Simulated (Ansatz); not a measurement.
Geometry optimisation of the cluster Cu₃O₂.

```yaml
crystal:
  periodic: [false, false, false]
  atoms:
    - {symbol: Cu, position_ang: [1.526710, 1.873350, 0.284110]}
    - {symbol: Cu, position_ang: [-2.689410, -1.238910, -0.183460]}
    - {symbol: Cu, position_ang: [0.355080, -0.133450, -0.021370]}
    - {symbol: O, position_ang: [-1.136280, -0.754040, -0.112630]}
    - {symbol: O, position_ang: [1.943900, 0.253050, 0.033340]}
basis:
  gaussian: {orbitals: def2-SVP}
magnetization: {spin_polarized: true, initial_magnetization: 1}
hamiltonian: {xc: {name: B3LYP}, dispersion: d4}
scf: {lower_state_search: "off"}
output: {orbitals: {seedname: orbitals}}
relax: {f_tol: 0.02, max_steps: 100}
```

```sh
$ ansatz run in.yaml --threads 4 --pin off --events-out ev --progress --plain --max-ram 4787MiB
```

Shortened log:

```
Functional definition: B3LYP
mean field -137995.30374309 eV, -5071.2338759823 hartree, gradient 2.7e-6 eV, S^2 0.761211; 0 other end points of the search recorded, 0 dependent functions left out
relax step   1: F+E_penalty+E_count = -137995.56302601 eV  Δ(F+E_penalty+E_count) = +0.000e0 eV  max|allowed force component| = 4.097e0 eV/Å  Δτ_max = 0.0000 Å  (91 SCF iters, accepted)
mean field -137995.84394225 eV, -5071.2537279351 hartree, gradient 2.3e-6 eV, S^2 0.761966; 0 other end points of the search recorded, 0 dependent functions left out
relax step   2: F+E_penalty+E_count = -137996.09574427 eV  Δ(F+E_penalty+E_count) = -5.327e-1 eV  max|allowed force component| = 2.103e0 eV/Å  Δτ_max = 0.0864 Å  (39 SCF iters, accepted)
mean field -137996.13704911 eV, -5071.2644994136 hartree, gradient 2.5e-6 eV, S^2 0.763134; 0 other end points of the search recorded, 0 dependent functions left out
relax step   3: F+E_penalty+E_count = -137996.38010965 eV  Δ(F+E_penalty+E_count) = -2.844e-1 eV  max|allowed force component| = 2.692e-1 eV/Å  Δτ_max = 0.1136 Å  (42 SCF iters, accepted)
mean field -137996.16791785 eV, -5071.2656338188 hartree, gradient 8.6e-6 eV, S^2 0.763033; 0 other end points of the search recorded, 0 dependent functions left out
relax step   4: F+E_penalty+E_count = -137996.40785822 eV  Δ(F+E_penalty+E_count) = -2.775e-2 eV  max|allowed force component| = 1.435e-1 eV/Å  Δτ_max = 0.1064 Å  (34 SCF iters, accepted)
mean field -137996.17330630 eV, -5071.2658318407 hartree, gradient 7.8e-6 eV, S^2 0.763120; 0 other end points of the search recorded, 0 dependent functions left out
relax step   5: F+E_penalty+E_count = -137996.41228848 eV  Δ(F+E_penalty+E_count) = -4.430e-3 eV  max|allowed force component| = 1.367e-1 eV/Å  Δτ_max = 0.0270 Å  (36 SCF iters, accepted)
mean field -137996.20974689 eV, -5071.2671710076 hartree, gradient 3.0e-6 eV, S^2 0.764640; 0 other end points of the search recorded, 0 dependent functions left out
relax step   6: F+E_penalty+E_count = -137996.44642118 eV  Δ(F+E_penalty+E_count) = -3.413e-2 eV  max|allowed force component| = 3.939e-1 eV/Å  Δτ_max = 0.2000 Å  (41 SCF iters, accepted)
mean field -137996.21849010 eV, -5071.2674923148 hartree, gradient 2.9e-6 eV, S^2 0.766818; 0 other end points of the search recorded, 0 dependent functions left out
relax step   7: F+E_penalty+E_count = -137996.45534197 eV  Δ(F+E_penalty+E_count) = -8.921e-3 eV  max|allowed force component| = 1.175e0 eV/Å  Δτ_max = 0.1940 Å  (41 SCF iters, accepted)
mean field -137996.30999637 eV, -5071.2708551082 hartree, gradient 2.4e-6 eV, S^2 0.765876; 0 other end points of the search recorded, 0 dependent functions left out
relax step   8: F+E_penalty+E_count = -137996.55277758 eV  Δ(F+E_penalty+E_count) = -9.744e-2 eV  max|allowed force component| = 5.114e-1 eV/Å  Δτ_max = 0.2000 Å  (41 SCF iters, accepted)
mean field -137996.35327589 eV, -5071.2724456014 hartree, gradient 2.5e-6 eV, S^2 0.765738; 0 other end points of the search recorded, 0 dependent functions left out
relax step   9: F+E_penalty+E_count = -137996.60152674 eV  Δ(F+E_penalty+E_count) = -4.875e-2 eV  max|allowed force component| = 2.857e-1 eV/Å  Δτ_max = 0.2000 Å  (39 SCF iters, accepted)
mean field -137996.37766107 eV, -5071.2733417400 hartree, gradient 2.6e-6 eV, S^2 0.765784; 0 other end points of the search recorded, 0 dependent functions left out
relax step  10: F+E_penalty+E_count = -137996.63223297 eV  Δ(F+E_penalty+E_count) = -3.071e-2 eV  max|allowed force component| = 1.340e-1 eV/Å  Δτ_max = 0.2000 Å  (39 SCF iters, accepted)
mean field -137996.37997567 eV, -5071.2734268000 hartree, gradient 1.6e-6 eV, S^2 0.765823; 0 other end points of the search recorded, 0 dependent functions left out
relax step  11: F+E_penalty+E_count = -137996.64240403 eV  Δ(F+E_penalty+E_count) = -1.017e-2 eV  max|allowed force component| = 5.184e-2 eV/Å  Δτ_max = 0.1885 Å  (38 SCF iters, accepted)
mean field -137996.38005369 eV, -5071.2734296671 hartree, gradient 7.1e-6 eV, S^2 0.765953; 0 other end points of the search recorded, 0 dependent functions left out
relax step  12: F+E_penalty+E_count = -137996.64311088 eV  Δ(F+E_penalty+E_count) = -7.069e-4 eV  max|allowed force component| = 6.862e-3 eV/Å  Δτ_max = 0.0154 Å  (35 SCF iters, accepted)
Total energy: -137996.64340853 eV, -5071.2831077789 hartree
Atom 0 at     1.271661     2.063199     0.332959 Å, force     0.001150    -0.006862    -0.001373 eV/Å
Atom 1 at    -2.409506    -0.419703    -0.046866 Å, force     0.005549    -0.003298    -0.000371 eV/Å
Atom 2 at     0.346486    -0.500504    -0.086938 Å, force    -0.001199     0.002368    -0.000013 eV/Å
Atom 3 at    -1.057541    -1.551971    -0.248001 Å, force    -0.001948     0.004205     0.000638 eV/Å
Atom 4 at     1.848900     0.408979     0.048837 Å, force    -0.003551     0.003588     0.001119 eV/Å
Dipole moment:    -0.851743     1.230240     0.214323 e Å
Checks for a lower state left out: stability, starts, cluster_reference, orbital_swaps, neighbouring_geometries, increment
```

Run time 20 s (4 threads of AMD EPYC 9R45 on a shared host), peak host memory 0.61 GiB.

Another isomer (doublet) lies 0.06 eV lower at PBE0-D4/def2-TZVP; other spin states weren't run for this one.
